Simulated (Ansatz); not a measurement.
Cl2FGeHO (`[OH][Ge]([F])([Cl])[Cl]`), relaxed with RKS PBE0-D4/def2-TZVP in Ansatz from a PBE-D4/def2-SVP geometry. The force threshold is 0.005 eV/Å; the program also tests the step.

Total charge 0; spin multiplicity 1.

Start:

```xyz
6

O     1.117   -0.095   -0.945
Ge   -0.136   -0.065    0.298
F    -0.028    1.418    1.206
Cl   -2.117   -0.122   -0.531
Cl    0.231   -1.704    1.611
H     0.933    0.568   -1.640
```

| step | energy (eV) | largest force (eV/Å) | largest move (Å) |
| --- | --- | --- | --- |
| 1 | -86331.0110 | 0.840 | 0.000 |
| 2 | -86331.0542 | 0.296 | 0.037 |
| 3 | -86331.0584 | 0.080 | 0.012 |
| 4 (rejected) | -86331.0584 | 0.172 | 0.025 |
| 5 | -86331.0593 | 0.008 | 0.012 |
| 6 | -86331.0593 | 0.006 | 0.004 |
| 7 | -86331.0594 | 0.002 | 0.007 |

End:

```xyz
6

O     1.097   -0.080   -0.931
Ge   -0.136   -0.067    0.297
F    -0.033    1.389    1.200
Cl   -2.085   -0.117   -0.522
Cl    0.226   -1.677    1.595
H     0.930    0.551   -1.639
```

Run time 45 s (4 threads of a server CPU on a shared host); peak host memory 0.6 GiB.
